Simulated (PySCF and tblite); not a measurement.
Results of a calculation; reference values are marked as such.
Stationary points of C₇H₁₀Si at GFN2-xTB, in Å:

Structure A

```
 1 Si   -2.458    0.421   -0.819
 2 C    -0.830    0.589    0.202
 3 C    -0.596   -0.688    0.954
 4 C     0.515   -1.374    1.216
 5 C     1.886   -1.096    0.839
 6 C     2.331   -0.174   -0.021
 7 C     1.551    0.776   -0.789
 8 C     0.260    1.087   -0.700
 9 H    -2.752    1.708   -1.450
10 H    -3.547    0.059    0.089
11 H    -2.278   -0.614   -1.836
12 H    -1.020    1.378    0.950
13 H    -1.516   -1.096    1.362
14 H     0.403   -2.274    1.809
15 H     2.617   -1.741    1.312
16 H     3.398   -0.121   -0.199
17 H     2.131    1.310   -1.534
18 H    -0.096    1.851   -1.385
```

Structure B

```
 1 Si   -1.781   -0.167   -1.103
 2 C    -0.939    0.772    0.344
 3 C    -0.520   -0.117    1.471
 4 C     0.399   -1.082    1.376
 5 C     1.237   -1.349    0.237
 6 C     1.685   -0.419   -0.628
 7 C     1.396    0.988   -0.550
 8 C     0.277    1.539   -0.070
 9 H    -2.171    0.841   -2.091
10 H    -2.971   -0.818   -0.548
11 H    -0.923   -1.165   -1.730
12 H    -1.676    1.484    0.727
13 H    -1.020    0.037    2.419
14 H     0.566   -1.724    2.234
15 H     1.616   -2.361    0.155
16 H     2.409   -0.713   -1.378
17 H     2.187    1.643   -0.897
18 H     0.222    2.617    0.020
```

Structure C

```
 1 Si   -2.529    0.844   -0.410
 2 C    -0.737    0.366    0.010
 3 C    -0.545   -1.074    0.366
 4 C     0.561   -1.487    1.001
 5 C     1.725   -0.679    1.212
 6 C     2.175    0.252    0.338
 7 C     1.547    0.552   -0.914
 8 C     0.224    0.515   -1.127
 9 H    -2.559    2.257   -0.792
10 H    -3.368    0.608    0.766
11 H    -2.999    0.020   -1.526
12 H    -0.363    0.972    0.847
13 H    -1.326   -1.778    0.111
14 H     0.619   -2.508    1.360
15 H     2.353   -0.944    2.054
16 H     3.146    0.698    0.513
17 H     2.212    0.788   -1.736
18 H    -0.173    0.606   -2.129
```

Level: PBE0/pcSseg-1 + D3(BJ), IEF-PCM chloroform on GFN2-xTB stationary points, with GFN2-xTB thermal terms.

Question: Which structure is a saddle point, and along which motion?

Answer: A: one imaginary mode (75i cm⁻¹ at GFN2-xTB, mostly on Si1, C8, C3), along the inversion of the 7-membered ring (2–3–4–5–6–7–8).

Question: Give their symmetry and energies above the lowest.

Answer: A Cs, 7.9 kcal/mol; B Cs, 0.0 kcal/mol; C Cs, 1.5 kcal/mol.
